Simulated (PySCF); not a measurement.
## A survey of ¹⁹F NMR shifts

How the numbers were obtained: GFN2-xTB geometry, shieldings: GIAO PBE0/pcSseg-1, in PySCF 2.14.0 with density-fitted response routines (one conformer, relativity neglected, rapidly exchanging positions averaged, gas phase).

Shieldings were converted by a linear fit to measured shifts: ¹⁹F (scatter 6.0 ppm rms, 7.0 ppm with the 5 outliers that the fit left out vs CFCl3, solution or neat liquid, with a term for F on sp3 carbon). A few per cent of atoms miss by over 2 rms, more outside the fitted compound classes.

Task: Give the ¹⁹F shifts of `F[C@@H]1[C@@H]([SiH3])[C@]12CCCS2`, `FCC(F)(F)CN[SiH2][SiH3]`, `C[Si@@](N)([SiH3])CC(F)(F)F`, `CN(C)[SiH2][SiH2]C(F)(F)F`.

Result: 
```tsv
compound	environment	δ (ppm)
F[C@@H]1[C@@H]([SiH3])[C@]12CCCS2	fluorine on an sp3 carbon	-193.9
[F:1][CH2:2][C:3]([F:4])([F:5])[CH2:6][NH:7][SiH2:8][SiH3:9]	F4/5: fluorine of a CF2 group (×2)	-116.7
[F:1][CH2:2][C:3]([F:4])([F:5])[CH2:6][NH:7][SiH2:8][SiH3:9]	F1: fluorine on an sp3 carbon	-237.3
C[Si@@](N)([SiH3])CC(F)(F)F	fluorine of a CF3 group (×3)	-56.8
CN(C)[SiH2][SiH2]C(F)(F)F	fluorine of a CF3 group (×3)	-49.3
```
